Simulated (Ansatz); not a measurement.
C7H14 can be A, `C=CCCCCC`, or B, `C=C(CC)C(C)C`.

Computed with Ansatz on PBE0-D4/def2-TZVP structures; ΔE is electronic, products minus reactants. CCSD(T)/CBS is the MP2 limit (def2-TZVPP, def2-QZVPP) plus CCSD(T) − MP2 in def2-TZVPP, frozen cores. Functionals use def2-TZVPP. B3LYP here is the variant with VWN-RPA as its local correlation; programs differ in this. Each species was taken in one conformer, which may not be the lowest.

(1) Which is lower in electronic energy at CCSD(T)/CBS, and by how much? (Best estimate.)

(2) Give E(B) − E(A) in kcal/mol with MP2/def2-TZVPP, PBE0-D4, LDA (SPW92), B3LYP, PBE-D4, CCSD(T)/def2-TZVPP, r2SCAN-D4. (An estimate is asked.)

Largest T1 diagnostic: 0.009.

Results:

(1) The calculation gave: B, by 3.7 kcal/mol.

(2) Computed: MP2/def2-TZVPP -5.0, PBE0-D4 -3.7, LDA (SPW92) -4.9, B3LYP -2.1, PBE-D4 -3.9, CCSD(T)/def2-TZVPP -3.9, r2SCAN-D4 -3.9. None reverses the order clearly.

The D4 term adds −1.6 kcal/mol with B3LYP and −0.9 kcal/mol with PBE0; it sums over pairs of atoms, weighted by their polarisabilities, and B3LYP, whose exchange is more repulsive, gets the larger term. Leaving LDA and LC-ωPBE aside and taking each functional with its dispersion term where it has one, the values, not all of them listed here, spread over 1.3 kcal/mol, from revPBE-D4 to B2PLYP. LDA lies −2.0 kcal/mol from PBE without D4.
